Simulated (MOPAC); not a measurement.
A run for MOPAC: PM6 on C3H7B (SMILES BCC=C).

```
PM6 1SCF PRECISE CHARGE=0 THREADS=1
C3H7B

B      1.31934126 1     0.32780301 1    -0.22497083 1
C      0.41481750 1    -0.91157049 1    -0.53388235 1
C     -0.55815120 1    -0.36856736 1     0.48077776 1
C     -1.34884314 1     0.68795170 1     0.26444659 1
H      1.99873193 1     0.34977351 1     0.75351366 1
H      1.27702602 1     1.28108967 1    -0.93734070 1
H     -0.00493861 1    -0.94625163 1    -1.53669609 1
H      0.79212472 1    -1.88622688 1    -0.23479832 1
H     -0.50275037 1    -0.78457471 1     1.48069488 1
H     -1.41729500 1     1.15322367 1    -0.71120257 1
H     -1.97006312 1     1.09734949 1     1.05022621 1
```

Output:

```
*******************************************************************************
 **                                                                           **
 **                              MOPAC v23.2.5                                **
 **                                                                           **
 *******************************************************************************
 ** MOPAC's Digital Object Identifier: https://doi.org/10.5281/zenodo.6511958 **
 **                                                                           **
 ** Please cite the open-source release paper for use of this MOPAC version:  **
 ** J. E. Moussa and J. J. P. Stewart (2026)                                  **
 ** MOPAC: An open-source semiempirical molecular orbital program             **
 ** J. Open Source Softw., 11(119), 8025, https://doi.org/10.21105/joss.08025 **
 *******************************************************************************

                              PM6 CALCULATION RESULTS

 *******************************************************************************
 *  PM6        - The PM6 Hamiltonian to be used
 *
 *
 *
 *                 CHARGE ON SYSTEM = 0
 *
 *
 *
 *  PRECISE    - TIGHTER CRITERIA TO BE USED
 *  1SCF       - DO 1 SCF AND THEN STOP
 *  THREADS=1  - MULTI-THREADING NOT USED
 *  T=         - A TIME OF 172800.0 SECONDS REQUESTED
 *  DUMP=N     - RESTART FILE WRITTEN EVERY 7200.0 SECONDS REQUESTED
 *******************************************************************************
PM6 1SCF PRECISE CHARGE=0 THREADS=1
 C3H7B

   ATOM   CHEMICAL          X               Y               Z
  NUMBER   SYMBOL      (ANGSTROMS)     (ANGSTROMS)     (ANGSTROMS)

     1       B          1.31934126  *   0.32780301  *  -0.22497083  *
     2       C          0.41481750  *  -0.91157049  *  -0.53388235  *
     3       C         -0.55815120  *  -0.36856736  *   0.48077776  *
     4       C         -1.34884314  *   0.68795170  *   0.26444659  *
     5       H          1.99873193  *   0.34977351  *   0.75351366  *
     6       H          1.27702602  *   1.28108967  *  -0.93734070  *
     7       H         -0.00493861  *  -0.94625163  *  -1.53669609  *
     8       H          0.79212472  *  -1.88622688  *  -0.23479832  *
     9       H         -0.50275037  *  -0.78457471  *   1.48069488  *
    10       H         -1.41729500  *   1.15322367  *  -0.71120257  *
    11       H         -1.97006312  *   1.09734949  *   1.05022621  *



          CARTESIAN COORDINATES

    NO.       ATOM           X           Y           Z

     1         B          1.3193      0.3278     -0.2250
     2         C          0.4148     -0.9116     -0.5339
     3         C         -0.5582     -0.3686      0.4808
     4         C         -1.3488      0.6880      0.2644
     5         H          1.9987      0.3498      0.7535
     6         H          1.2770      1.2811     -0.9373
     7         H         -0.0049     -0.9463     -1.5367
     8         H          0.7921     -1.8862     -0.2348
     9         H         -0.5028     -0.7846      1.4807
    10         H         -1.4173      1.1532     -0.7112
    11         H         -1.9701      1.0973      1.0502

 General Reference for PM6:
 "Optimization of Parameters for Semiempirical Methods V: Modification of NDDO Approximations
 and Application to 70 Elements", J. J. P. Stewart, J. Mol. Mod., 13, 1173-1213 (2007)
 URL: https://link.springer.com/article/10.1007/s00894-007-0233-4

           Empirical Formula: C3 H7 B  =    11 atoms



      MOLECULAR POINT GROUP   :   C1


      RHF CALCULATION, NO. OF DOUBLY OCCUPIED LEVELS = 11


 -------------------------------------------------------------------------------
 PM6 1SCF PRECISE CHARGE=0 THREADS=1
 C3H7B



     1SCF WAS SPECIFIED, SO BFGS WAS NOT USED
     SCF FIELD WAS ACHIEVED


                              PM6 CALCULATION
                                                       MOPAC v23.2.5 Linux




          FINAL HEAT OF FORMATION =         27.68262 KCAL/MOL =     115.82407 KJ/MOL


          COSMO AREA              =        109.15 SQUARE ANGSTROMS
          COSMO VOLUME            =         95.36 CUBIC ANGSTROMS

          IONIZATION POTENTIAL    =         10.121614 EV
          HOMO LUMO ENERGIES (EV) =        -10.122 -0.051
          NO. OF FILLED LEVELS    =         11
          MOLECULAR WEIGHT        =         53.8983         POINT GROUP:  C1

          MOLECULAR DIMENSIONS (Angstroms)

            Atom       Atom       Distance
            H    11    H     8     4.26412
            H     6    H     9     3.61817
            H     5    H     7     3.28582


          SCF CALCULATIONS        =          1





   ATOM   CHEMICAL          X               Y               Z
  NUMBER   SYMBOL      (ANGSTROMS)     (ANGSTROMS)     (ANGSTROMS)

     1       B          1.31934126  *   0.32780301  *  -0.22497083  *
     2       C          0.41481750  *  -0.91157049  *  -0.53388235  *
     3       C         -0.55815120  *  -0.36856736  *   0.48077776  *
     4       C         -1.34884314  *   0.68795170  *   0.26444659  *
     5       H          1.99873193  *   0.34977351  *   0.75351366  *
     6       H          1.27702602  *   1.28108967  *  -0.93734070  *
     7       H         -0.00493861  *  -0.94625163  *  -1.53669609  *
     8       H          0.79212472  *  -1.88622688  *  -0.23479832  *
     9       H         -0.50275037  *  -0.78457471  *   1.48069488  *
    10       H         -1.41729500  *   1.15322367  *  -0.71120257  *
    11       H         -1.97006312  *   1.09734949  *   1.05022621  *

                             CARTESIAN COORDINATES

   1    B        1.319341260     0.327803010    -0.224970830
   2    C        0.414817500    -0.911570490    -0.533882350
   3    C       -0.558151200    -0.368567360     0.480777760
   4    C       -1.348843140     0.687951700     0.264446590
   5    H        1.998731930     0.349773510     0.753513660
   6    H        1.277026020     1.281089670    -0.937340700
   7    H       -0.004938610    -0.946251630    -1.536696090
   8    H        0.792124720    -1.886226880    -0.234798320
   9    H       -0.502750370    -0.784574710     1.480694880
  10    H       -1.417295000     1.153223670    -0.711202570
  11    H       -1.970063120     1.097349490     1.050226210


           Empirical Formula: C3 H7 B  =    11 atoms



      MOLECULAR POINT GROUP   :   C1


                  EIGENVALUES
 -28.30762 -24.11765 -19.59337 -16.92769 -16.28955 -14.68759 -13.20906 -12.81625
 -11.73969 -10.92892 -10.12161  -0.05082   1.18659   2.76798   4.09684   5.17282
   5.19357   5.66347   5.80686   6.09800   6.23649   6.41750   6.70865


              NET ATOMIC CHARGES AND DIPOLE CONTRIBUTIONS

  ATOM NO.   TYPE          CHARGE      No. of ELECS.   s-Pop       p-Pop
    1          B           0.010030        2.9900     1.14341     1.84656
    2          C          -0.431232        4.4312     1.09422     3.33701
    3          C          -0.074028        4.0740     1.10476     2.96927
    4          C          -0.353745        4.3537     1.12682     3.22692
    5          H           0.036477        0.9635     0.96352
    6          H           0.038016        0.9620     0.96198
    7          H           0.160477        0.8395     0.83952
    8          H           0.158851        0.8411     0.84115
    9          H           0.137885        0.8621     0.86212
   10          H           0.161037        0.8390     0.83896
   11          H           0.156233        0.8438     0.84377
 DIPOLE           X         Y         Z       TOTAL
 POINT-CHG.    -0.029     0.189     0.291     0.348
 HYBRID        -0.431    -0.250     0.048     0.501
 SUM           -0.460    -0.061     0.339     0.575


          ATOMIC ORBITAL ELECTRON POPULATIONS

     Atom    s        px        py        pz
    1  B   1.14341   0.37267   0.75425   0.71964
    2  C   1.09422   1.11214   1.12850   1.09637
    3  C   1.10476   0.93546   0.98705   1.04676
    4  C   1.12682   1.04822   1.03852   1.14019
    5  H   0.96352
    6  H   0.96198
    7  H   0.83952
    8  H   0.84115
    9  H   0.86212
   10  H   0.83896
   11  H   0.84377

 **********************
 *                    *
 * JOB ENDED NORMALLY *
 *                    *
 **********************




 == MOPAC DONE ==
```

The run finished.

Cost: around 0.03 core-seconds (rough).
